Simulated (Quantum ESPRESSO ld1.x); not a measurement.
Task: The mean radii <r> (bohr) of the occupied orbitals of an atom or ion are listed with their occupations. All-electron calculation, non-relativistic Kohn-Sham, LDA (Slater exchange, Perdew-Wang correlation), spin-polarised, spherical densities, point nucleus. Program: ld1.x of Quantum ESPRESSO 7.5.

| orbital | occ. | <r> |
|---|---|---|
| 1s down | 1 | 0.02198 |
| 1s up | 1 | 0.02198 |
| 2s up | 1 | 0.09319 |
| 2s down | 1 | 0.09319 |
| 2p up | 3 | 0.07890 |
| 2p down | 3 | 0.07890 |
| 3s up | 1 | 0.2386 |
| 3s down | 1 | 0.2385 |
| 3p up | 3 | 0.2284 |
| 3p down | 3 | 0.2283 |
| 3d up | 5 | 0.2013 |
| 3d down | 5 | 0.2012 |
| 4s up | 1 | 0.5360 |
| 4s down | 1 | 0.5361 |
| 4p up | 3 | 0.5462 |
| 4p down | 3 | 0.5464 |
| 4d up | 5 | 0.5720 |
| 4d down | 5 | 0.5725 |
| 5s up | 1 | 1.303 |
| 5s down | 1 | 1.308 |
| 5p up | 3 | 1.453 |
| 5p down | 3 | 1.459 |
| 4f up | 7 | 0.7159 |
| 4f down | 5 | 0.7231 |
| 6f up | 1 | 9.638 |

Name the element and its charge. Open shells, if any, are filled with parallel spins first.

Result: Z = 69, thulium, charge +2: Tm2+ in [Xe] 4f12 6f1. The 1s radius gives Z: for a bare nucleus <r> = 1.5/Z, 0.02174 bohr for Z = 69, and screening makes it slightly larger (0.02198 here). The occupations add up to 67, and the charge is Z minus that.
